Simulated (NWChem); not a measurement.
System: C$_{2}$H$_{4}$NO, doublet; SMILES C[N]C=O

NWChem printed, in part:

```
             Northwest Computational Chemistry Package (NWChem) 7.3.0
             --------------------------------------------------------

                             Geometry "geometry" -> ""
                             -------------------------

 Output coordinates in angstroms (scale by  1.889725989 to convert to a.u.)

  No.       Tag          Charge          X              Y              Z
 ---- ---------------- ---------- -------------- -------------- --------------
    1 C                    6.0000     0.43082000    -1.44790500    -0.06381100
    2 N                    7.0000    -0.70607500    -0.59920400     0.02459400
    3 C                    6.0000    -0.50945100     0.75130700    -0.10194200
    4 O                    8.0000     0.50370400     1.32503900     0.24892900
    5 H                    1.0000     0.42690100    -2.17107200     0.76812200
    6 H                    1.0000     0.33038800    -2.05573400    -0.98456100
    7 H                    1.0000     1.38694400    -0.89849800    -0.10097100
    8 H                    1.0000    -1.40577100     1.29627400    -0.47301400

 Effective nuclear repulsion energy (a.u.)     113.1220272208

                                 NWChem DFT Module
                                 -----------------

 Summary of "ao basis" -> "ao basis" (spherical)
 ------------------------------------------------------------------------------
       Tag                 Description            Shells   Functions and Types
 ---------------- ------------------------------  ------  ---------------------
 C                           6-31g*                  6       14   3s2p1d
 N                           6-31g*                  6       14   3s2p1d
 O                           6-31g*                  6       14   3s2p1d
 H                           6-31g*                  2        2   2s

 in cosmo_initialize ...
 calling solv_data for solv:h2o

 solvent parameters
 solvname_short: h2o
 solvname_long:  water
 dielec:       78.4000
 dielecinf:     1.7769
 aqueous SMD model solvent descriptors
 dielec:       78.4000
 sola:          0.8200

          ---------------
          -cosmo- solvent
          ---------------
 Cosmo: York-Karplus, doi: 10.1021/jp992097l
 dielectric constant -eps-     =  78.40
 screen = (eps-1)/(eps    )    =   0.98724
 surface charge correction     = lagrangian

   van der Waals surface
 --------------------------

 ---------- ATOMIC COORDINATES (A.U.) ------------ VDWR(ANG.) --
     1    0.81413175   -2.73614371   -0.12058531     1.850
     2   -1.33428828   -1.13233137    0.04647592     1.890
     3   -0.96272279    1.41976436   -0.19264245     1.850
     4    0.95186254    2.50396063    0.47040760     1.520
     5    0.80672591   -4.10273118    1.45154011     1.200
     6    0.62434279   -3.88477397   -1.86055051     1.200
     7    2.62094412   -1.69791502   -0.19080752     1.200
     8   -2.65652199    2.44960267   -0.89386685     1.200
 number of segments per atom =        128
 number of   points per atom =        128
 atom (   nspa,  nppa )
 ----------------------
    1 (     56,     0 )       0
    2 (     64,     0 )       0
    3 (     61,     0 )       0
    4 (     74,     0 )       0
    5 (     56,     0 )       0
    6 (     54,     0 )       0
    7 (     51,     0 )       0
    8 (     55,     0 )       0
 number of -cosmo- surface points =      471
 molecular surface =     90.196 angstrom**2
 molecular volume  =     64.973 angstrom**3
 -lineq- algorithm             =   0
 -bem- low  level              =   3
 -bem- from -octahedral-
 gaussian surface charge width =   4.50000
 degree of switching           =   1.00000
 switching function tolerance  =   0.00010
 atomic radii =
 --------------
    1  6.000  1.850
    2  7.000  1.890
    3  6.000  1.850
    4  8.000  1.520
    5  1.000  1.200
    6  1.000  1.200
    7  1.000  1.200
    8  1.000  1.200
 ...... end of -cosmo- initialization ......

 nat:                     8
 ixmem:                  3618
 calling mnsol_interface()
 G(SMD-CDS) energy (kcal/mol)  =     0.349
 SMD-CDS SASA (angstrom**2)    =   113.141

            General Information
            -------------------
          SCF calculation type: DFT
          Wavefunction type:  spin polarized.
          No. of atoms     :     8
          No. of electrons :    31
           Alpha electrons :    16
            Beta electrons :    15
          Charge           :     0
          Spin multiplicity:     2
          Use of symmetry is: off; symmetry adaption is: off
          Maximum number of iterations: 150
          AO basis - number of functions:    64
                     number of shells:    32
          Convergence on energy requested:  1.00D-06
          Convergence on density requested:  1.00D-05
          Convergence on gradient requested:  5.00D-04

              XC Information
              --------------
                         B3LYP Method XC Potential
                     Hartree-Fock (Exact) Exchange  0.200
                        Slater Exchange Functional  0.800 local
                    Becke 1988 Exchange Functional  0.720 non-local
              Lee-Yang-Parr Correlation Functional  0.810
                  VWN I RPA Correlation Functional  0.190 local

             Grid Information
             ----------------
          Grid used for XC integration:  medium
          Radial quadrature: Mura-Knowles
          Angular quadrature: Lebedev.
          Tag              B.-S. Rad. Rad. Pts. Rad. Cut. Ang. Pts.
          ---              ---------- --------- --------- ---------
          C                   0.70       49           9.0       434
          N                   0.65       49           7.0       434
          O                   0.60       49          10.0       434
          H                   0.35       45          10.0       434
          Grid pruning is: on
          Number of quadrature shells:   376
          Spatial weights used:  Erf1

      Superposition of Atomic Density Guess
      -------------------------------------

 Sum of atomic energies:        -206.36152893

      Non-variational initial energy
      ------------------------------

 Total energy =    -208.234970
 1-e energy   =    -504.093580
 2-e energy   =     182.736583
 HOMO         =      -0.256478
 LUMO         =       0.051671

[...]

                                COSMO-SMD solvation results
                                ---------------------------

             internal energy in gas <Psi(g)|H|Psi(g)> =      -208.520174131298
         internal energy in solvent <Psi(s)|H|Psi(s)> =      -208.517871926738
                               delta internal energy  =         0.002302204559 (    1.44 kcal/mol)
   total free energy in solvent <Psi(s)|H+V/2|Psi(s)> =      -208.530529591427
 polarization energy contribution <Psi(s)|V/2|Psi(s)> =        -0.012657664688 (   -7.94 kcal/mol)
    total free energy in solvent including G(SMD-CDS) =      -208.529972786974
                       G(SMD-CDS) energy contribution =         0.000556804453 (    0.35 kcal/mol)
     1 M fixed-concentration free energy of solvation =        -0.009798655676 (   -6.15 kcal/mol)

                    DFT Final Alpha Molecular Orbital Analysis
                    ------------------------------------------

 Vector   14  Occ=1.000000D+00  E=-3.166058D-01
              MO Center= -2.5D-01, -1.3D-01,  2.1D-02, r^2= 2.5D+00
   Bfn.  Coefficient  Atom+Function         Bfn.  Coefficient  Atom+Function
  ----- ------------  ---------------      ----- ------------  ---------------
    17      0.388207  2 N  px                20     -0.346207  2 N  s
    21      0.254215  2 N  px                 3     -0.249138  1 C  px
    45      0.208563  4 O  px                47      0.196873  4 O  pz
    46     -0.172466  4 O  py                61     -0.156430  7 H  s
    16     -0.149137  2 N  s                 64      0.145133  8 H  s

 Vector   15  Occ=1.000000D+00  E=-2.907311D-01
              MO Center= -1.3D-01, -9.1D-02, -1.0D-02, r^2= 2.5D+00
   Bfn.  Coefficient  Atom+Function         Bfn.  Coefficient  Atom+Function
  ----- ------------  ---------------      ----- ------------  ---------------
    19      0.397241  2 N  pz                46      0.306021  4 O  py
    23      0.293707  2 N  pz                47     -0.259523  4 O  pz
    50      0.219428  4 O  py                17      0.213972  2 N  px
    51     -0.190579  4 O  pz                18      0.182045  2 N  py
    22      0.155811  2 N  py                21      0.150800  2 N  px

 Vector   16  Occ=1.000000D+00  E=-2.830650D-01
              MO Center= -1.1D-01,  2.6D-01,  1.4D-01, r^2= 2.6D+00
   Bfn.  Coefficient  Atom+Function         Bfn.  Coefficient  Atom+Function
  ----- ------------  ---------------      ----- ------------  ---------------
    46      0.367346  4 O  py                19     -0.321873  2 N  pz
    50      0.266938  4 O  py                23     -0.249451  2 N  pz
    45     -0.239145  4 O  px                18      0.184275  2 N  py
    49     -0.176962  4 O  px                17      0.173404  2 N  px
    64     -0.160364  8 H  s                 21      0.152591  2 N  px

 Vector   17  Occ=0.000000D+00  E=-3.233337D-03
              MO Center= -3.3D-01,  6.0D-01, -5.5D-02, r^2= 1.8D+00
   Bfn.  Coefficient  Atom+Function         Bfn.  Coefficient  Atom+Function
  ----- ------------  ---------------      ----- ------------  ---------------
    37      0.550830  3 C  pz                33      0.507904  3 C  pz
    51     -0.368134  4 O  pz                47     -0.328396  4 O  pz
    23     -0.304481  2 N  pz                19     -0.284820  2 N  pz
    35     -0.232798  3 C  px                60     -0.211088  6 H  s
    31     -0.197921  3 C  px                 6      0.176881  1 C  s

 Vector   18  Occ=0.000000D+00  E= 1.240593D-01
              MO Center=  6.1D-01, -1.8D+00, -6.6D-02, r^2= 3.5D+00
   Bfn.  Coefficient  Atom+Function         Bfn.  Coefficient  Atom+Function
  ----- ------------  ---------------      ----- ------------  ---------------
     6      2.155688  1 C  s                 58     -1.231998  5 H  s
    60     -1.154394  6 H  s                 62     -0.926160  7 H  s
     8     -0.504971  1 C  py                34     -0.381863  3 C  s
     7      0.358176  1 C  px                48      0.289366  4 O  s
     2      0.184066  1 C  s                  4     -0.162428  1 C  py

 Vector   19  Occ=0.000000D+00  E= 1.379824D-01
              MO Center= -1.0D+00,  7.4D-01, -4.6D-01, r^2= 4.0D+00
   Bfn.  Coefficient  Atom+Function         Bfn.  Coefficient  Atom+Function
  ----- ------------  ---------------      ----- ------------  ---------------
    64     -1.715944  8 H  s                 34      1.613082  3 C  s
    62      0.645200  7 H  s                 20     -0.626061  2 N  s
    35     -0.572786  3 C  px                 7     -0.517181  1 C  px
    60     -0.445929  6 H  s                  6      0.246999  1 C  s
    37     -0.245536  3 C  pz                31     -0.242957  3 C  px

                     DFT Final Beta Molecular Orbital Analysis
                     -----------------------------------------

 Vector   13  Occ=1.000000D+00  E=-3.867218D-01
              MO Center=  2.5D-01,  9.6D-02,  1.4D-01, r^2= 2.8D+00
   Bfn.  Coefficient  Atom+Function         Bfn.  Coefficient  Atom+Function
  ----- ------------  ---------------      ----- ------------  ---------------
    47      0.332237  4 O  pz                33      0.265257  3 C  pz
    51      0.218027  4 O  pz                 4      0.208205  1 C  py
     5     -0.194045  1 C  pz                45     -0.184956  4 O  px
    57     -0.176037  5 H  s                 37      0.157718  3 C  pz
    58     -0.151409  5 H  s                 32      0.114424  3 C  py

 Vector   14  Occ=1.000000D+00  E=-3.000496D-01
              MO Center= -1.8D-01,  2.7D-01,  8.9D-02, r^2= 2.5D+00
   Bfn.  Coefficient  Atom+Function         Bfn.  Coefficient  Atom+Function
  ----- ------------  ---------------      ----- ------------  ---------------
    20      0.357116  2 N  s                 17     -0.313960  2 N  px
    46      0.271449  4 O  py                47     -0.260493  4 O  pz
     3      0.214503  1 C  px                21     -0.210985  2 N  px
    45     -0.199271  4 O  px                50      0.199006  4 O  py
    51     -0.192075  4 O  pz                64     -0.173396  8 H  s

 Vector   15  Occ=1.000000D+00  E=-2.741591D-01
              MO Center= -1.5D-01,  2.9D-01,  1.4D-01, r^2= 2.4D+00
   Bfn.  Coefficient  Atom+Function         Bfn.  Coefficient  Atom+Function
  ----- ------------  ---------------      ----- ------------  ---------------
    46      0.418809  4 O  py                50      0.306459  4 O  py
    17      0.302231  2 N  px                21      0.246064  2 N  px
    18      0.241274  2 N  py                22      0.191506  2 N  py
    45     -0.179214  4 O  px                62     -0.163516  7 H  s
    32     -0.144881  3 C  py                19     -0.142280  2 N  pz

 Vector   16  Occ=0.000000D+00  E=-1.482812D-01
              MO Center= -3.5D-01, -2.4D-01, -3.4D-02, r^2= 2.2D+00
   Bfn.  Coefficient  Atom+Function         Bfn.  Coefficient  Atom+Function
  ----- ------------  ---------------      ----- ------------  ---------------
    19      0.429415  2 N  pz                23      0.373821  2 N  pz
    47     -0.266657  4 O  pz                51     -0.229261  4 O  pz
    17      0.186856  2 N  px                60      0.160220  6 H  s
    45      0.146528  4 O  px                49      0.142128  4 O  px
    21      0.140846  2 N  px                33      0.141307  3 C  pz

 Vector   17  Occ=0.000000D+00  E= 1.979689D-02
              MO Center= -3.2D-01,  4.1D-01, -6.4D-02, r^2= 2.1D+00
   Bfn.  Coefficient  Atom+Function         Bfn.  Coefficient  Atom+Function
  ----- ------------  ---------------      ----- ------------  ---------------
    37      0.503313  3 C  pz                33      0.469684  3 C  pz
    23     -0.383538  2 N  pz                51     -0.374735  4 O  pz
    19     -0.332120  2 N  pz                47     -0.317477  4 O  pz
    60     -0.299741  6 H  s                 35     -0.278477  3 C  px
    31     -0.194675  3 C  px                 6      0.177573  1 C  s

 Vector   18  Occ=0.000000D+00  E= 1.264679D-01
              MO Center=  6.3D-01, -1.7D+00, -3.4D-02, r^2= 3.6D+00
   Bfn.  Coefficient  Atom+Function         Bfn.  Coefficient  Atom+Function
  ----- ------------  ---------------      ----- ------------  ---------------
     6      2.134100  1 C  s                 58     -1.240020  5 H  s
    60     -1.091290  6 H  s                 62     -0.978501  7 H  s
     8     -0.485130  1 C  py                34     -0.448421  3 C  s
     7      0.399560  1 C  px                48      0.298675  4 O  s
     2      0.181501  1 C  s                  4     -0.154379  1 C  py

   alpha - beta orbital overlaps
   -----------------------------

   alpha      1      2      3      4      5      6      7      8      9     10
    beta      1      2      3      4      5      6      7      8      9     10
 overlap   1.000  1.000  1.000  1.000  1.000  0.998  0.999  0.997  0.969  0.905

   alpha     11     12     13     14     15     16     17     18     19     20
    beta     11     12     13     14     16     15     17     18     19     20
 overlap   0.875  0.969  0.970  0.963  0.869  0.909  0.984  0.998  0.995  0.974

   alpha     21     22     23     24     25     26     27     28     29     30
    beta     21     22     23     24     25     26     27     28     29     30
 overlap   0.973  0.995  0.998  0.999  0.997  0.977  0.976  0.995  0.996  0.997

[...]
```

Level: B3LYP/6-31G* (spherical d), spin-unrestricted, SMD on the gas-phase geometry. Structure relaxed at the PBE0/def2-SVP, spin-unrestricted level. No stability test was run on the SCF state. B3LYP is NWChem's, with the RPA form of VWN correlation. Solvent: water.

### Question
Write an input that gives this output.

### Answer
Several could match; the one computed here: the input that was run:
```
start job
memory heap 200 mb stack 900 mb global 1100 mb
geometry units angstroms noautosym nocenter noautoz
  C      0.430820    -1.447905    -0.063811
  N     -0.706075    -0.599204     0.024594
  C     -0.509451     0.751307    -0.101942
  O      0.503704     1.325039     0.248929
  H      0.426901    -2.171072     0.768122
  H      0.330388    -2.055734    -0.984561
  H      1.386944    -0.898498    -0.100971
  H     -1.405771     1.296274    -0.473014
end
basis spherical
  C library 6-31g*
  N library 6-31g*
  O library 6-31g*
  H library 6-31g*
end
dft
  odft
  mult 2
  xc b3lyp
  iterations 150
end
cosmo
  do_cosmo_smd true
  solvent water
end
task dft energy
```
